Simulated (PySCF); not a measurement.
From computed data to an observable: oscillator strength and radiative lifetime

CH6OSiSn, SMILES C[O][Sn][SiH3] (connectivity only; charge and spin as stated), neutral, multiplicity 1.

The structure is a stationary point at PBE-D3(BJ)/def2-SVP. The structure was generated by enumeration; whether it is a known compound was not checked. The def2 effective core potentials stand for the cores of Sn; spin–orbit coupling is left out. The values are those of a single conformer.

TDDFT-LC-ωPBE/def2-SVPD in PySCF puts the first singlet state with f over 0.02 at 4.82 eV (vertical), with the transition dipole (-0.075, -0.482, 0.000) in atomic units.

**Question.** Find the oscillator strength, the wavelength and the radiative lifetime that this transition would have in vacuum if emission retraced absorption.

**Answer.** 
|μ|² = 0.2379 au, so |μ| = 1.24 D. ΔE = 4.82/27.211 = 0.1771 hartree. f = (2/3) ΔE |μ|² = 0.028 (the program prints 0.028).
λ = 1239.84/4.82 = 257 nm; ν = 38876 cm⁻¹.
Einstein's coefficient A = 0.6670 ν² f s⁻¹ (ν in cm⁻¹) = 2.8e7 s⁻¹, so τ = 1/A = 35 ns. This state is S3; the lower singlets have f = 0.006, 0.013. The figure is the radiative limit of this one transition; relaxation, internal conversion, crossing to triplets and a medium change what is measured.
